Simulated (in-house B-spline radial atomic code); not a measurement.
Configurations of Al²⁺, with energies counted from [Ne] 3s1. Computed with a B-spline radial code for spherical atoms: scalar-relativistic (X2C) TPSSh, spin-polarised, spherical fractional occupations, exact exchange averaged over the configuration, Fermi nucleus of rms radius 3.061 fm. Shells without spins written out take the highest spin.

Occupations are held fixed; configurations that lie above the ionisation limit could autoionise.

| configuration | E - E(ref) (eV) | highest orbital | its <r> (bohr) |
| --- | --- | --- | --- |
| [Ne] 3p1 | 6.6186 | 3p up | 2.549 |
| [Ne] 4d1 | 20.202 | 4d up | 6.504 |
| [He] 2s2 2p5 3s1 4p1 | 93.474 | 4p up | 4.957 |
| [He] 2s2 2p5 3s1 4d1 | 96.418 | 4d up | 5.944 |
| [He] 2s1 2p6 3s2 | 113.22 | 3s down | 2.051 |

Question: Order these further configurations by energy, lowest first.
A. [He] 2s2 2p5 3s1 4f1
B. [He] 2s1 2p6 3s1 3d1
C. [He] 2s2 2p5 3s1 4s1
D. [Ne] 4f1
E. [He] 2s1 2p6 3s1 3p1

Answer: D (20.725 eV), C (91.245 eV), A (97.58 eV), E (118.62 eV), B (128.27 eV).

Question: How far above the reference does [He] 2s2 2p5 3s1 3p1 lie?

Answer: 79.181 eV; its least bound orbital is 3p up with <r> = 2.235 bohr.
